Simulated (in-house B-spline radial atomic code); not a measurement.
## Binding energies in Ga16+

NIST's tabulated ground configuration is [Ne] 3s2 3p3; each binding energy is the energy of the ion with one electron taken from that subshell, relaxed, less that of the parent. Method: Dirac-Hartree-Fock, average of configuration, Fermi nucleus of rms radius 3.9973 fm. Calculated with a radial B-spline atomic code at the basis-set limit. Energies include first-order Breit, QED and recoil terms.

```
subshell  X-ray name  binding energy (eV)  -ε (eV)  relaxation (eV)
      1s           K              10987.6  11034.2             26.2
      2s          L1               1909.1   1916.4              5.4
      3s          M1                643.9    644.8              0.6
      3p        M2,3                591.9    592.7              0.6
```

Relaxation = -ε minus the binding energy without Breit, QED and recoil terms.

Problem. What does it cost to remove two 1s electrons?

Solution. 22465 eV, which is 489.5 eV more than the two single binding energies together.
